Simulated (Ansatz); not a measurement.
Basis-set extrapolation for C2H6BFOSi, SMILES `OC1([SiH2]F)BC1` (PBE0-D4/def2-TZVP geometry, frozen core, the Gaussian-basis code of Ansatz). Multiplicity 1, RHF reference.

```
                      def2-TZVPP   def2-QZVPP
                 HF  -567.266044  -567.288276
    MP2 correlation    -1.032918    -1.113865
CCSD(T) correlation    -1.112810      not run
```

Energies in hartree. Use E(X) = E(∞) + A·exp(−7.88·√X) for Hartree–Fock and E(X) = E(∞) + B·X^(−2.97) for correlation, with X = 3 and 4, and add CCSD(T) minus MP2 of the smaller set to the MP2 limit.

Q: What is the CCSD(T) energy at the basis-set limit?

A: HF limit: -567.288276 + (-0.022232) × 0.13774 = -567.29134. MP2 limit: -1.113865 + (-0.080947) × 0.74074 = -1.17383. Higher-order term: -1.112810 − (-1.032918) = -0.07989. Total: -568.54506 hartree, 436.4 kJ/mol below CCSD(T)/def2-TZVPP.
